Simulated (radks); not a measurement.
Species: Se I. Configuration: [Ar] 3d9.75 4s2 4p4 5p0.25 (fractional occupations, a model configuration). Method: Dirac Kohn-Sham, exchange-only B88, spin-unpolarised, spherical densities, finite nucleus; open shells are shared between the two j in proportion to 2j + 1; Fermi nuclear charge, rms radius 4.14 fm; computed with a radial shooting solver on a logarithmic mesh with Libxc functionals.

Normalised radial functions P(r) = r R(r) (large component), r in bohr:

| r | 3d3/2 | 4p1/2 |
|---|---|---|
| 0.001479 | 0.0000 | 0.0006 |
| 0.002429 | 0.0000 | 0.0012 |
| 0.003988 | 0.0000 | 0.0026 |
| 0.006497 | 0.0002 | 0.0059 |
| 0.01067 | 0.0008 | 0.0136 |
| 0.01752 | 0.0029 | 0.0306 |
| 0.02877 | 0.0112 | 0.0650 |
| 0.04687 | 0.0392 | 0.1219 |
| 0.07697 | 0.1262 | 0.1861 |
| 0.1264 | 0.3462 | 0.1799 |
| 0.2075 | 0.7500 | -0.0059 |
| 0.3381 | 1.1672 | -0.2794 |
| 0.5552 | 1.2048 | -0.2390 |
| 0.9118 | 0.7535 | 0.2657 |
| 1.497 | 0.2560 | 0.7005 |
| 2.439 | 0.0384 | 0.6102 |
| 4.005 | 0.0015 | 0.2489 |
| 6.577 | 0.0000 | 0.0421 |
| 10.8 | 0.0000 | 0.0020 |
| 17.59 | 0.0000 | 0.0000 |
| 28.89 | 0.0000 | 0.0000 |
| 47.45 | 0.0000 | 0.0000 |

3d3/2: eigenvalue -57.235 eV, 0 radial nodes, <r> = 0.623 bohr, 90 % of the charge inside 1.03 bohr. 4p1/2: eigenvalue -7.764 eV, 2 radial nodes at r = 0.205, 0.726 bohr, <r> = 2.20 bohr, 90 % of the charge inside 3.42 bohr.
